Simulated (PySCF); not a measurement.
## Excitation energy of Cl⁺ by level of theory

Cl⁺ [Ne] 3s2 3p4 (3P) → Cl⁺ [Ne] 3s2 3p3 3d1 (5D), as a difference of total energies. Computed with PySCF 2.14 in dyall-av3z, with scalar relativity by spin-free X2C-1e. Correlated levels: valence: [Ne] frozen; virtual orbitals above 40 to 60 times the deepest correlated orbital energy dropped. The calculations carry no spin-orbit coupling.

Task: Order these methods by the excitation energy they give, lowest first.
A. wB97M-V
B. UHF
C. revPBE
D. PBE0

Result: B (13.552 eV), C (14.006 eV), D (14.101 eV), A (14.365 eV).

Errors of the correlated levels include the incompleteness of this basis and the frozen core.

The promoted electron is Rydberg-like, and one or two diffuse shells describe it only roughly, which tends to raise the upper state.

For comparison: 13.633 eV (measured; NIST levels, between the centres of gravity of the two terms).
